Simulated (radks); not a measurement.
Problem. The table gives one normalised radial function P(r) = r R(r) of Al6+ in [He] 2s2 2p2 4f1 (r in bohr). Calculated with a radial shooting solver on a logarithmic mesh with Libxc functionals: non-relativistic Kohn-Sham, r2SCAN, spin-polarised, spherical densities, point nucleus; open shells are filled with parallel spins first; meta-GGA in the generalised Kohn-Sham scheme.

| r | P |
|---|---|
| 0.008995 | 0.0063 |
| 0.013 | 0.0129 |
| 0.01878 | 0.0259 |
| 0.02691 | 0.0505 |
| 0.03889 | 0.0978 |
| 0.05618 | 0.1833 |
| 0.08053 | 0.3241 |
| 0.1164 | 0.5453 |
| 0.1668 | 0.8326 |
| 0.241 | 1.1476 |
| 0.3482 | 1.3529 |
| 0.499 | 1.2915 |
| 0.721 | 0.9083 |
| 1.033 | 0.4225 |
| 1.493 | 0.1044 |
| 2.157 | 0.0108 |
| 3.092 | 0.0004 |
| 4.468 | 0.0000 |
| 6.455 | 0.0000 |

Which n and l does it have? It may be an empty orbital.

Solution. n = 2, l = 1: the number of nodes gives n - l - 1 = 0, the rise at small r (about r^(l+1)) gives l, and the extent must fit the shell. The curve is that of 2p down; the table hardly tells the two spins apart. 2p down (empty): eigenvalue -239.28 eV, 0 radial nodes, <r> = 0.503 bohr, 90 % of the charge inside 0.821 bohr.
